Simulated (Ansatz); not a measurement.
Reaction (hydrogenolysis of a B–Cl bond): `COB(F)Cl` + H₂ → `COBF` + HCl

Computed with Ansatz on PBE0-D4/def2-TZVP structures; ΔE is electronic, products minus reactants. CCSD(T)/CBS is the MP2 limit (def2-TZVPP, def2-QZVPP) plus CCSD(T) − MP2 in def2-TZVPP, frozen cores. This one scheme is used for every species. Functionals use def2-TZVPP. Each species was taken in one conformer, which may not be the lowest.

```csv
species,BLYP energy (Eh)
`COB(F)Cl`,-700.23726
H₂,-1.16959
`COBF`,-240.57320
HCl,-460.81404
```

Work out ΔE.

ΔE = (-240.57320) + (-460.81404) − (-700.23726) − (-1.16959) = 0.01961 Eh = +51.5 kJ/mol. CCSD(T)/CBS gives +58.1 kJ/mol.

What do rigid-rotor, harmonic-oscillator terms from PBE0-D4/def2-TZVP frequencies (298.15 K, 1 bar) make of the CCSD(T)/CBS value? (Estimate.)

Computed: ΔZPE = +10.6 kJ/mol, ΔH = +66.2 kJ/mol, ΔS = 12 J/(mol·K), ΔG = +62.7 kJ/mol. Modes under 50 cm⁻¹ make the entropy rough.

Largest T1 diagnostic among the species: 0.013.

From r2SCAN to r2SCAN0 (25 % exact exchange), in def2-TZVPP and without D4, ΔE moves by −3.5 kJ/mol. At CCSD(T), def2-SVP lies +5.0 kJ/mol from the extrapolated value and def2-TZVPP −1.5 kJ/mol. In def2-TZVPP, CCSD(T) changes the Hartree–Fock value by +14.2 kJ/mol (the triples alone add +4.5 kJ/mol) and MP2 by +21.8 kJ/mol.
